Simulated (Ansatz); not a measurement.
Species: GeH, charge 0, doublet. GeH (SMILES [GeH], doublet).
B3LYP-D3(BJ)/def2-TZVP minimum from Ansatz (a program for electronic structure):
```xyz
2

Ge     0.0000     0.0000    -0.0487
H      0.0000     0.0000     1.5577
```
Charge 0, spin multiplicity 2.

Hartree-Fock and CCSD(T) correlation energies in hartree (Ansatz). UHF or UKS for unpaired electrons; spin-orbit terms are left out. Correlated methods leave the cores frozen (noble-gas shells, and filled d and f shells in the p block). No relativity.

```csv
basis,X,E(HF),"E(corr, CCSD(T))"
cc-pVTZ,3,-2075.93381,-0.09897
cc-pVQZ,4,-2075.93682,-0.10300
cc-pV5Z,5,-2075.93721,withheld
```

**Question.** Fit E(corr) = E∞ + A/X³ to X = 3 and 4, predict X = 5, and compare with the run.

**Answer.** A = (-0.09897 - (-0.10300))/(1/27 - 1/64) = 0.1882; E∞ = -0.10300 - A/64 = -0.10594; at X = 5, E∞ + A/125 = -0.10444. The run gave -0.10438, 0.06 mEh above the prediction. The same form on X = 4 and 5 gives E∞ = -0.10583, 0.11 mEh above the first estimate.
